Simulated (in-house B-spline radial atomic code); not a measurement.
A fraction x of an electron is moved 4d → 5d in Pr3+, starting from [Xe] 4f2 and keeping the highest spin. Method: scalar-relativistic (X2C) r2SCAN0, spin-polarised, spherical fractional occupations, Fermi nucleus of rms radius 4.8919 fm. Calculated with a radial B-spline atomic code at the basis-set limit.

Caution: exact exchange at fractional occupations of open shells leaves self-interaction of up to several eV.

| x | E(x) - E(0) (eV) | 4d down level (eV) | 5d up level (eV) |
| --- | --- | --- | --- |
| 0 | 0.0000 | -145.527 | - |
| 0.125 | 15.4137 | -146.474 | -22.895 |
| 0.25 | 30.8955 | -147.418 | -23.287 |
| 0.375 | ? | ? | ? |
| 0.5 | ? | ? | ? |
| 0.625 | 77.7631 | -150.240 | -24.405 |
| 0.75 | 93.5282 | -151.175 | -24.768 |
| 0.875 | 109.3650 | -152.108 | -25.127 |
| 1 | 125.2734 | -153.037 | -25.484 |

Question: What belongs in the row x = 0.375?

Answer: An energy change of 46.4471 eV; 4d down at -148.361 eV, 5d up at -23.666 eV.

Question: What belongs in the row x = 0.5?

Answer: An energy change of 62.0694 eV; 4d down at -149.302 eV, 5d up at -24.038 eV.

Question: Check Janak's theorem between x = 0.125 and 0.25.

Answer: The slope of the energy is 123.85 eV; the orbital levels give 123.85 eV (ε of the receiving orbital less ε of the emptying one, averaged over the two points).
